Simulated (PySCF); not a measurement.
## Spinor energies of Sc¹⁵⁺ (scandium, charge +15)

Start: [He] 2s2 2p2; 2p1/2 filled at m_j = -1/2, +1/2. Calculated with PySCF 2.14 in an even-tempered Gaussian basis (18 s from 3 bohr⁻², ratio 2.4; 11 p from 3.9 bohr⁻², ratio 2.4; 5 d from 15 bohr⁻², ratio 2.6; 5 f from 22 bohr⁻², ratio 2.6): generalised Hartree-Fock with the X2C-1e Hamiltonian and a Gaussian nucleus; one run each with spin-orbit coupling (SO) switched off, then screened by Boettger's factors.

| spinor shell | electrons | ε, spin-free (eV) | ε, screened SO (eV) | weight of nominal j (screened SO) | rms radius, screened SO (bohr) |
| --- | --- | --- | --- | --- | --- |
| 1s1/2 | 2 | -5232.4 | -5231.9 | 1.000 | 0.0838 |
| 2s1/2 | 2 | -1057.5 | -1057.4 | 1.000 | 0.342 |
| 2p1/2 | 2 | -1010.8 | -1011.7 | 0.660 | 0.300 |

```tsv
quantity	spin-free	screened SO
E (hartree)	-599.34496	-599.44910
M_J	0	0
⟨J²⟩	2.000	1.313
⟨L²⟩	2.000	1.933
⟨S²⟩	2.000	1.927
```

The determinant has a definite M_J but mixes levels of different J.

Each row is a mean over spinors that exchange with the open shell spreads, by up to 29.741 eV (2s1/2).

Rows whose weight is well below 1 are mixtures of j = l ± 1/2: exchange outweighs spin-orbit coupling there, and the label is only the starting occupation.

Without spin-orbit coupling the j labels of p, d and f shells carry no meaning; the spin-free column gives the mean over the occupied spinors of each nl shell.
